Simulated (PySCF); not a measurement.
Vibration and rotation of SrZn

LC-ωPBE constants of SrZn, ¹Σ⁺ (singlet), closed shell (PySCF, scalar-relativistic core potentials, basis sets Sr def2-SVPD with ECP28, Zn def2-SVPD; masses 87.9056 and 63.9291 u):

- ωe: 32.6 cm⁻¹
- ωexe: 0.325 cm⁻¹
- Be: 0.027541 cm⁻¹
- αe: 0.000479 cm⁻¹
- D (centrifugal): 7.88e-08 cm⁻¹
- De to Sr + Zn: 0.078 eV

**Question.** Give the vibrational terms G(v) and spacings up to v = 6.

**Answer.** G(v) = ωe(v+½) − ωexe(v+½)².

```json
{"v": "0", "G(v) (cm⁻¹)": "16.2", "G(v) − G(v−1)": "", "Bv (cm⁻¹)": "0.02730"}
{"v": "1", "G(v) (cm⁻¹)": "48.2", "G(v) − G(v−1)": "32.0", "Bv (cm⁻¹)": "0.02682"}
{"v": "2", "G(v) (cm⁻¹)": "79.5", "G(v) − G(v−1)": "31.3", "Bv (cm⁻¹)": "0.02634"}
{"v": "3", "G(v) (cm⁻¹)": "110.1", "G(v) − G(v−1)": "30.7", "Bv (cm⁻¹)": "0.02586"}
{"v": "4", "G(v) (cm⁻¹)": "140.1", "G(v) − G(v−1)": "30.0", "Bv (cm⁻¹)": "0.02539"}
{"v": "5", "G(v) (cm⁻¹)": "169.5", "G(v) − G(v−1)": "29.3", "Bv (cm⁻¹)": "0.02491"}
{"v": "6", "G(v) (cm⁻¹)": "198.2", "G(v) − G(v−1)": "28.7", "Bv (cm⁻¹)": "0.02443"}
```

**Question.** How well does the Morse estimate ωe²/(4ωexe) reproduce De, and what is D0?

**Answer.** It gives 0.101 eV, 130 % of the computed De. D0 = De − G(0) = 0.078 − 0.002 = 0.076 eV.

Closed-shell solutions of metal pairs were not tested for spin polarisation, which can lower them a little. The bond is weak. Basis-set superposition, not corrected here, can be much of De in a small basis, most of all at correlated wavefunction levels. Functionals without a dispersion term scatter widely for such bonds, and LDA overbinds them.
